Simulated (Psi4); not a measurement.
Pair of molecules: C2H6 (SMILES CC) (first 8 atoms) with CH6Si (SMILES C[SiH3]); geometry from B3LYP-D3(BJ)/def2-TZVP, rigid monomers moved along the line of their centres of mass till H5···Si10 is 5.85 Å.
(charge 0, multiplicity 1):
```xyz
16

C      0.879     0.087     0.455
C     -0.510     0.682     0.245
H      1.557     0.367    -0.353
H      0.842    -1.003     0.494
H      1.326     0.432     1.389
H     -0.477     1.773     0.227
H     -1.195     0.384     1.040
H     -0.943     0.350    -0.701
C     -0.786     0.322     6.744
Si    -0.422    -1.514     6.619
H     -0.271     0.760     7.600
H     -1.856     0.497     6.868
H     -0.461     0.849     5.846
H      1.030    -1.751     6.439
H     -1.140    -2.117     5.471
H     -0.857    -2.211     7.855
```

The numbers are results of SAPT0/jun-cc-pV(D+d)Z (Psi4), not measurements.

Question: Which attractive term is largest, and how does the interaction split up?

Answer: electrostatics 0.0, exchange 0.0, induction 0.0, dispersion -0.3, total -0.3 kJ/mol; the largest attraction is dispersion.
